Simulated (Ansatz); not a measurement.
F3Sc, triplet, geometry from GFN2-xTB (such geometries of metal compounds can be far from the true shape) (the multiplicity is a formal guess); SVWN5/3-21G in Ansatz (an electronic-structure program).

Ansatz was given this input:
Ansatz 0.2 input:
```yaml
crystal:
  periodic: [false, false, false]
  atoms:
    - {symbol: Sc, position_ang: [-0.00000000, 0.00000000, -0.00000000]}
    - {symbol: F, position_ang: [-1.56022411, -0.96698077, 0.06599949]}
    - {symbol: F, position_ang: [-0.00103303, 1.69838251, -0.69943035]}
    - {symbol: F, position_ang: [1.56125715, -0.73140173, 0.63343086]}
basis:
  gaussian:
    orbitals: 3-21G.json
hamiltonian:
  xc: {name: SVWN5}
magnetization: {spin_polarized: true, initial_magnetization: 2}
```
The basis file holds 3-21G in the JSON format of the Basis Set Exchange.

Task: Write the output that Ansatz gives for this input, abridged.

Result: 
```
Functional definition: SVWN5
683 factors; their error is unknown
mean field evaluation 1: about -28602.8290 eV, gradient 2.1e1 eV
mean field evaluation 2: about -28598.7919 eV, gradient 4.0e1 eV
mean field evaluation 4: about -28602.3167 eV, gradient 1.6e1 eV
mean field evaluation 8: about -28603.9806 eV, gradient 9.8e-5 eV
mean field evaluation 16: about -28602.2303 eV, gradient 1.5e1 eV
mean field evaluation 32: about -28603.6630 eV, gradient 3.1e-2 eV
mean field evaluation 64: about -28603.9179 eV, gradient 1.2e0 eV
mean field evaluation 96: about -28603.8054 eV, gradient 2.3e0 eV
mean field -28603.98057269 eV, -1051.1768975719 hartree, gradient 1.1e-5 eV, S^2 2.001193; 10 other end points of the search recorded, 0 dependent functions left out
reference -28603.98062251 eV, -1051.1768994029 hartree; 25, 23 occupied and 31, 33 virtual orbitals, 683 factors
Total energy: -28603.98062251 eV, -1051.1768994029 hartree
```
